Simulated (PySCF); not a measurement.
# How methods differ on the ionisation energy of Hg²⁺

Hg²⁺ [Xe] 4f14 5d10 (1S) → Hg³⁺ [Xe] 4f14 5d9 (2D), as a difference of total energies. Computed with PySCF 2.14 in def2-QZVPPD with the def2 core potential (60 electrons), with a scalar-relativistic core potential. Correlated levels: valence: 5s2 5p6 frozen; valence and next inner shell: nothing frozen outside the core potential. The calculations carry no spin-orbit coupling.

```
                                method  ionisation energy (eV)
                                   UHF                  33.599
                                   LDA                  35.717
                                  PBE0                  35.224
                                r2SCAN                  35.205
                                 TPSSh                  35.038
                                  BLYP                  35.217
                                 B97-3                  35.209
                         MP2 (valence)                  35.456
                     SCS-MP2 (valence)                  35.278
    MP2 (valence and next inner shell)                  35.336
SCS-MP2 (valence and next inner shell)                  35.119
```

Problem. Estimate what PBE gives.

Solution. 35.336 eV, closest to MP2 (valence and next inner shell) among the rows shown.

Problem. Estimate what M06-L gives.

Solution. 35.162 eV, closest to SCS-MP2 (valence and next inner shell) among the rows shown.

The reference lies between the lowest fine-structure levels, while these numbers refer to the centres of the terms.

Errors of the correlated levels include the incompleteness of this basis and the frozen core.

For comparison: 34.49 ± 0.05 eV (measured; NIST Atomic Spectra Database, ionization energies).
